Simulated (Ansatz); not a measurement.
A made-up structure of AlSiH₂ClF (charge -1), closed shell:

F1  (0.599, -2.116, -0.364)
Al2  (-0.254, -0.663, -0.061)
Si3  (0.526, 0.877, 0.940)
Cl4  (-2.321, -0.615, -0.393)
H5  (1.776, 0.626, -0.074)
H6  (-0.325, 1.891, -0.047)
(Å)

It is relaxed with PBE-D4/def2-SVPD and then PBE0-D4/def2-TZVPD (Ansatz 0.2.0). Atoms count as bonded within 1.22 times the sum of their covalent radii (H–H: 0.88 Å). The end point is not checked to be a true minimum.

(1) Does its bonding change? (A judgement: the text doesn't fix the answer.)

Answers

(1) Computed: No: no bond forms or breaks.

Where it ends: The first stage lowers the energy by 1.57 eV in 10 steps. It ends as AlSiH₂ClF ([F][Al]([SiH2])[Cl]), total charge -1:
```json
{"atom": "F1", "x (Å)": "0.3033", "y (Å)": "-2.2943", "z (Å)": "-0.4244"}
{"atom": "Al2", "x (Å)": "-0.3591", "y (Å)": "-0.7794", "z (Å)": "-0.1016"}
{"atom": "Si3", "x (Å)": "0.7001", "y (Å)": "1.0943", "z (Å)": "0.9474"}
{"atom": "Cl4", "x (Å)": "-2.4958", "y (Å)": "-1.0309", "z (Å)": "-0.4947"}
{"atom": "H5", "x (Å)": "1.9198", "y (Å)": "0.9486", "z (Å)": "0.0305"}
{"atom": "H6", "x (Å)": "-0.0683", "y (Å)": "2.0618", "z (Å)": "0.0428"}
```

Labels in which every atom is bracketed show which atoms are joined, not bond orders.

For scale, one of the runs: PBE0-D4/def2-TZVPD relaxation, 190 basis functions, launched by `ansatz run in.yaml --threads 2 --pin off --events-out ev --progress --plain --max-ram 4352MiB`. Hardware: 2 CPU threads of an Arm Neoverse V2, shared host. Wall time about 47 s.
